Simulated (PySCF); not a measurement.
Geometries of 2 isomers of C5H3FO2, from PySCF, PBE0-D3(BJ)/def2-SVP geometry optimisation, gas phase. One conformer each, no zero-point energy, no frequencies.

Question: Which is lower in electronic energy at this level?
A.
```xyz
11
angstrom
O      2.113   -1.700   -0.454
C      1.185   -0.974   -0.257
C      1.205    0.458   -0.058
C      0.052    1.140    0.154
F      0.067    2.448    0.337
C     -1.216    0.486    0.192
C     -1.205   -0.853    0.001
O     -0.099   -1.553   -0.210
H      2.172    0.959   -0.084
H     -2.138    1.038    0.364
H     -2.102   -1.477    0.004
```
B.
```xyz
11
angstrom
O      2.535   -0.177    0.092
C      1.347   -0.104   -0.061
C      0.490    1.103    0.095
C     -0.812    0.761    0.110
C     -0.966   -0.712   -0.031
O     -1.961   -1.359    0.154
C      0.405   -1.246   -0.448
F      0.725   -2.437    0.101
H      0.911    2.104    0.206
H     -1.668    1.426    0.235
H      0.413   -1.329   -1.553
```

Answer: A. That is `O=c1cc(F)cco1`, 18.1 kcal/mol below the other.

```
         SMILES                             atoms numbered as above      E (Eh)  relative (kcal/mol)  relative (kJ/mol)  dipole (D)
  O=c1cc(F)cco1    [O:1]=[c:2]1[cH:3][c:4]([F:5])[cH:6][cH:7][o:8]1  -441.81325                  0.0                0.0        3.89
O=C1C=CC(=O)C1F  [O:1]=[C:2]1[CH:3]=[CH:4][C:5](=[O:6])[CH:7]1[F:8]  -441.78434                 18.1               75.9        3.77
```
